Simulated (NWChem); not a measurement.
All runs are NWChem calculations. System: sulfur tetrafluoride (F4S), charge 0, spin multiplicity 1, at a geometry optimised with B3LYP/def2-SVP. Level: MP2/6-31G* (spherical d), 9 core orbitals frozen.

The NWChem input:

```
start mol
memory heap 200 mb stack 900 mb global 1100 mb
geometry units angstroms nocenter noautoz
  F      0.000000     1.229437     0.624997
  S      0.000000     0.000000    -0.388014
  F      1.669387     0.000000    -0.280095
  F     -1.669387     0.000000    -0.280095
  F      0.000000    -1.229437     0.624997
  symmetry group C2v
end
basis spherical
  * library 6-31g*
end
scf
  rhf
  nopen 0
  maxiter 100
  thresh 1e-7
  semidirect memsize 60000000 filesize 0
end
mp2
  freeze core 9
end
task mp2 energy
```

Output (cleaned and shortened):

```
             Northwest Computational Chemistry Package (NWChem) 7.3.0
             --------------------------------------------------------

                                NWChem Input Module
                                -------------------

 Scaling coordinates for geometry "geometry" by  1.889725989
 (inverse scale =  0.529177249)

 Turning off AUTOSYM since
 SYMMETRY directive was detected!

                             Geometry "geometry" -> ""
                             -------------------------

 Output coordinates in angstroms (scale by  1.889725989 to convert to a.u.)

  No.       Tag          Charge          X              Y              Z
 ---- ---------------- ---------- -------------- -------------- --------------
    1 F                    9.0000     0.00000000     1.22943700     0.62499700
    2 S                   16.0000     0.00000000     0.00000000    -0.38801400
    3 F                    9.0000     1.66938700     0.00000000    -0.28009500
    4 F                    9.0000    -1.66938700     0.00000000    -0.28009500
    5 F                    9.0000     0.00000000    -1.22943700     0.62499700

 Effective nuclear repulsion energy (a.u.)     292.8326828677

            Nuclear Dipole moment (a.u.)
            ----------------------------
        X                 Y               Z
 ---------------- ---------------- ----------------
     0.0000000000     0.0000000000     0.0000226767

      Symmetry information
      --------------------

 Group name             C2v
 Group number             16
 Group order               4
 No. of unique centers     3

      Symmetry unique atoms

     1    2    3


 Summary of "ao basis" -> "" (spherical)
 ------------------------------------------------------------------------------
       Tag                 Description            Shells   Functions and Types
 ---------------- ------------------------------  ------  ---------------------
 *                           6-31g*                   on all atoms

 Summary of "ao basis" -> "ao basis" (spherical)
 ------------------------------------------------------------------------------
       Tag                 Description            Shells   Functions and Types
 ---------------- ------------------------------  ------  ---------------------
 F                           6-31g*                  6       14   3s2p1d
 S                           6-31g*                  8       18   4s3p1d

                                 NWChem SCF Module
                                 -----------------

  ao basis        = "ao basis"
  functions       =    74
  atoms           =     5
  closed shells   =    26
  open shells     =     0
  charge          =   0.00
  wavefunction    = RHF
  use symmetry    = T
  symmetry adapt  = T

 Summary of "ao basis" -> "ao basis" (spherical)
 ------------------------------------------------------------------------------
       Tag                 Description            Shells   Functions and Types
 ---------------- ------------------------------  ------  ---------------------
 F                           6-31g*                  6       14   3s2p1d
 S                           6-31g*                  8       18   4s3p1d

      Symmetry analysis of basis
      --------------------------

        a1         29
        a2          9
        b1         18
        b2         18

 Forming initial guess at       0.0s

      Superposition of Atomic Density Guess
      -------------------------------------

 Sum of atomic energies:        -794.94500904
[...]
     9      0.237386  1 F  pz                69     -0.237386  5 F  pz
    18     -0.221677  2 S  py                 5      0.201261  1 F  pz
    65     -0.201261  5 F  pz                40     -0.160440  3 F  py

 Vector   28  Occ=0.000000D+00  E= 1.818332D-01  Symmetry=a1
              MO Center=  3.0D-17,  5.5D-16, -3.0D-02, r^2= 2.1D+00
   Bfn.  Coefficient  Atom+Function         Bfn.  Coefficient  Atom+Function
  ----- ------------  ---------------      ----- ------------  ---------------
    20      0.835083  2 S  s                 27      0.612040  2 S  pz
    23      0.540963  2 S  pz                 6     -0.335134  1 F  s
    66     -0.335134  5 F  s                  8      0.310633  1 F  py
    68     -0.310633  5 F  py                 4      0.268081  1 F  py
    64     -0.268081  5 F  py                16     -0.205716  2 S  s

 Vector   29  Occ=0.000000D+00  E= 2.392427D-01  Symmetry=b1
              MO Center=  1.4D-16, -1.5D-16, -5.0D-01, r^2= 2.4D+00
   Bfn.  Coefficient  Atom+Function         Bfn.  Coefficient  Atom+Function
  ----- ------------  ---------------      ----- ------------  ---------------
    25      0.975554  2 S  px                21      0.754508  2 S  px
    38     -0.546539  3 F  s                 52      0.546539  4 F  s
    39      0.362666  3 F  px                53      0.362666  4 F  px
    35      0.253021  3 F  px                49      0.253021  4 F  px
    17     -0.248951  2 S  px                 7     -0.165926  1 F  px

 center of mass
 --------------
 x =   0.00000000 y =   0.00000000 z =   0.01224444

 moments of inertia (a.u.)
 ------------------
         285.917593463084           0.000000000000           0.000000000000
           0.000000000000         458.966900595862           0.000000000000
           0.000000000000           0.000000000000         583.241365968414

  Mulliken analysis of the total density
  --------------------------------------

    Atom       Charge   Shell Charges
 -----------   ------   -------------------------------------------------------
    1 F    9     9.40   2.00  0.94  3.26  1.04  2.14  0.02
    2 S   16    14.14   2.00  2.00  5.97  1.42  1.99  0.24  0.16  0.36
    3 F    9     9.53   2.00  0.93  3.27  1.06  2.26  0.02
    4 F    9     9.53   2.00  0.93  3.27  1.06  2.26  0.02
    5 F    9     9.40   2.00  0.94  3.26  1.04  2.14  0.02

       Multipole analysis of the density wrt the origin
       ------------------------------------------------

     L   x y z        total         open         nuclear
     -   - - -        -----         ----         -------
     0   0 0 0     -0.000000      0.000000     52.000000

     1   1 0 0      0.000000      0.000000      0.000000
     1   0 1 0      0.000000      0.000000      0.000000
     1   0 0 1     -0.457299      0.000000      0.000023

     2   2 0 0    -28.361037      0.000000    179.136560
     2   1 1 0     -0.000000      0.000000      0.000000
     2   1 0 1     -0.000000      0.000000      0.000000
     2   0 2 0    -23.103413      0.000000     97.158933
     2   0 1 1     -0.000000      0.000000      0.000000
     2   0 0 2    -22.505567      0.000000     38.753969

                   NWChem MP2 Semi-direct Energy/Gradient Module
                   ---------------------------------------------

  Basis functions       =     74
  Molecular orbitals    =     74
  Frozen core           =      9
  Frozen virtuals       =      0
  Active alpha occupied =     17
  Active beta occupied  =     17
  Active alpha virtual  =     48
  Active beta virtual   =     48
  Use MO symmetry       = T
  Use skeleton AO sym   = T

  AO/Fock/Back tols     =   1.0D-09  1.0D-09  1.0D-09

 GA uses MA = F    GA memory limited = T

 Available:
  local mem=  1.26D+08
 global mem=  1.44D+08
 local disk=  0.00D+00
  mp2_memr nvloc                    48
  nvloc new                    48
   1 passes of  17:        3145728                      31979                   7564133.
   1 passes of  17: M    126153345           G      144168248           F     123007617.

 Semi-direct pass number   1 of   1  for RHF alpha+beta  at        0.4s
  vrange nnbf                  2723
  mp2_eaftype                    28  avail_ma_in_mb                  1099
 EAF : mp2_eaftype filesize          28    3782066.
  mp2_eaf for mointskh                     28
Node 0 wrote     17.8 Mb in      0.0 s     Agg I/O rate:  3133.1 Mb/s
 Done moints_semi at        1.4s
  mp2_eaftype                    28  avail_ma_in_mb                  1071
 EAF : mp2_eaftype filesize          28    3782066.
  mp2_eaf for kh                    28
 Done maket at        1.5s
 Done multipass loop at        1.5s

          -------------------------------------------
          SCF energy                -795.130214129253
          Correlation energy          -0.848277087846
          Singlet pairs               -0.488979166274
          Triplet pairs               -0.359297921573
          Total MP2 energy          -795.978491217100
          -------------------------------------------

          ---------------------------------------------------
                    Spin Component Scaled (SCS) MP2
          Same spin pairs                     -0.239531947715
          Same spin scaling factor             0.333333333333
          Opposite spin pairs                 -0.608745140131
          Opposite spin scaling fact.          1.200000000000
          SCS-MP2 correlation energy          -0.810338150729
          Total SCS-MP2 energy              -795.940552279983
          ---------------------------------------------------

 -----------------------
 Performance information
 -----------------------

 Timer overhead =  1.57D-07 seconds/call

               Nr. of calls         CPU time (s)                 Wall time (s)                GFlops
             ---------------    -------------------     ------------------------------   -------------------
Name         Min   Avg   Max    Min     Avg     Max     Min     Avg     Max   Mx/calls   Min     Max     Sum
mp2: moin     1     1     1    1.0     1.0     1.0      1.0     1.0     1.0     1.0      0.0     0.0     0.0
mp2: make     1     1     1   6.43E-2 6.43E-2 6.43E-2  6.43E-2 6.43E-2 6.43E-2 6.43E-2   0.0     0.0     0.0
mp2: tota     1     1     1    1.1     1.1     1.1      1.1     1.1     1.1     1.1      0.0     0.0     0.0

 The average no. of pstat calls per process was 3.00D+00
 with a timing overhead of 4.72D-07s

 Task  times  cpu:        1.5s     wall:        1.5s

 Total times  cpu:        1.5s     wall:        1.5s
```
